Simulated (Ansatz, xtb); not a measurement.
## C3H11GeN: which of two isomers lies lower

We compare X, `C[C@@H](N)[CH2][GeH3]`, a singlet, with Y, `C[C](C)(N)[GeH3]`, a singlet. Both are isolated molecules in the gas phase, relaxed with B3LYP-D3(BJ)/def2-SVP; the shapes shown needn't be the lowest conformers.

X (Å):

```yaml
atoms:
  - { symbol: C, position_ang: [-0.0169, 1.6480, 1.3653] }
  - { symbol: C, position_ang: [-1.0736, 1.1869, 0.3513] }
  - { symbol: C, position_ang: [-1.0120, -0.3239, 0.0917] }
  - { symbol: Ge, position_ang: [-1.3950, -1.4816, 1.6424] }
  - { symbol: N, position_ang: [-0.9966, 1.8834, -0.9356] }
  - { symbol: H, position_ang: [-0.1458, 1.1750, 2.3527] }
  - { symbol: H, position_ang: [0.9973, 1.4009, 1.0059] }
  - { symbol: H, position_ang: [-0.0672, 2.7392, 1.5110] }
  - { symbol: H, position_ang: [-2.0703, 1.4188, 0.7705] }
  - { symbol: H, position_ang: [-0.0791, 1.7204, -1.3567] }
  - { symbol: H, position_ang: [-1.0619, 2.8925, -0.7924] }
  - { symbol: H, position_ang: [-1.7370, -0.5748, -0.6980] }
  - { symbol: H, position_ang: [-0.0144, -0.5982, -0.2964] }
  - { symbol: H, position_ang: [-0.2323, -1.4794, 2.6589] }
  - { symbol: H, position_ang: [-1.6203, -2.9325, 1.1650] }
  - { symbol: H, position_ang: [-2.6708, -0.9885, 2.3619] }
```

Y (Å):

```xyz
16

C    -1.0467    1.7405    1.5270
C    -0.9732    0.5388    0.5728
C    -0.0369    0.8446   -0.5988
Ge   -0.3088   -1.0815    1.5356
N    -2.2787    0.1505    0.0252
H    -1.7177    1.5386    2.3785
H    -1.4428    2.6238    0.9924
H    -0.0583    2.0096    1.9340
H     0.9824    1.0810   -0.2561
H    -0.4075    1.7234   -1.1599
H     0.0125   -0.0024   -1.2993
H    -2.9629    0.0417    0.7751
H    -2.6375    0.8950   -0.5797
H    -1.3933   -1.5438    2.5372
H    -0.0246   -2.2168    0.5330
H     0.9847   -0.7647    2.3247
```

Energies in hartree; the thermal terms are from GFN2-xTB frequencies at re-optimised GFN2-xTB minima (ideal gas, soft modes damped towards free rotors, one conformer each, 298.15 K, 1 atm) and include the zero-point energy:

```
                               X            Y
E, CCSD(T)/def2-SVP  −2250.354578  −2250.353612
    E, MP2/def2-SVP  −2250.268106  −2250.267609
  E, MP2/def2-TZVPP  −2250.893748  −2250.892457
  zero-point energy      0.130588      0.129771
       H(298 K) − E      0.139686      0.139189
       G(298 K) − E      0.097911      0.097427
```

Q: Correct the CCSD(T) difference for the basis set by the MP2 change, then work out ΔE, ΔE₀, ΔH and ΔG for X → Y in kcal/mol (1 Eh = 627.51 kcal/mol) and the equilibrium ratio [Y]/[X].

A: 1. Differences Y − X: CCSD(T) +0.000966, MP2 in the small set +0.000497, MP2 in the large set +0.001291 Eh.
2. ΔE = +0.000966 + (+0.001291 − (+0.000497)) = +0.001760 Eh = +1.10 kcal/mol.
3. ΔE₀ = ΔE + ΔZPE = +0.001760 + (−0.000817) Eh = +0.59 kcal/mol.
4. ΔH = ΔE + (−0.000497) Eh = +0.79 kcal/mol.
5. ΔG = ΔE + (−0.000484) Eh = +0.80 kcal/mol, so ΔS = (ΔH − ΔG)/T = −0.1 J/(mol K).
6. kT = 0.9442 mEh, so K = [Y]/[X] = exp(−ΔG/kT) = exp(−1.35) ≈ 0.26.

The two are too close for this level to say which is favoured. An error of 1 kcal/mol in ΔG would change K by a factor of 5.4. Mirror images and further conformers aren't counted.

As drawn, both hold the same kinds of bond in the same numbers. Structure X has 1 methyl group, Y 2.

Other levels gave ΔE = +0.1 (GFN2-xTB); +4.4 (HF/STO-3G, GFN2-xTB geometries); +1.3 (r2SCAN-D4/def2-SVP, GFN2-xTB geometries); +0.9 (B3LYP-D3(BJ)/def2-SVP); +2.9 (HF/def2-SVP); +0.3 (MP2/def2-SVP); +0.6 (CCSD(T)/def2-SVP) kcal/mol. The correlated steps freeze 13 core orbitals; the filled d shell of Ge is correlated, in a basis made for valence electrons. Programs: Ansatz 0.2.0, xtb 6.7.1.
